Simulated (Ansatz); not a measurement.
Ideal-gas functions of `[O]=[Nb]([OH])([OH])[F]` at 500 K and 1 bar, from an Ansatz frequency run at PBE0-D4/def2-TZVP.

Molar mass 161.92 g/mol, point group Cs (symmetry number 1), electronic degeneracy 1, moments of inertia 150.851, 153.903, 176.405 u Å². Harmonic wavenumbers (cm⁻¹, unscaled): 185, 196, 209, 237, 238, 379, 389, 531, 545, 688, 738, 749, 1048, 3921, 3926.

Use S(trans) = R[1.5 ln M + 2.5 ln T − 1.1517]; rotational temperatures θ = 24.2544 K / I; S(rot) = R[ln(√π/σ · √(T³/θAθBθC)) + 1.5]; for each mode x = 1.438777 ν̃/T, S = R[x/(eˣ − 1) − ln(1 − e⁻ˣ)] and H = RT x/(eˣ − 1); 1 cm⁻¹ = 0.0119627 kJ/mol; R = 8.31446 J/(mol·K).

Task: By hand: the entropy, in J/(mol·K).

Result: Translation 183.0. Rotation: θ = 0.1608, 0.1576, 0.1375 K, giving 118.3. Vibration, mode by mode: 13.65, 13.19, 12.67, 11.66, 11.62, 7.99, 7.80, 5.55, 5.38, 3.87, 3.46, 3.37, 1.71, 0.00, 0.00, in all 101.9. Electronic 0.0. Sum 403.2 J/(mol·K).

Task: By hand: H − E and G − E in kJ/mol, counted from the electronic energy.

Result: Zero-point energy ½ × 13979 × 0.0119627 = 83.6; thermal vibration 27.4; translation, rotation and pV give 4 RT = 16.6. H − E = 127.6 kJ/mol, and G − E = 127.6 − 500 × 403.2/1000 = -74.0 kJ/mol.

Vibration gives 25 % of the entropy. The sum counts one conformer and one mirror image; others add a mixing term.
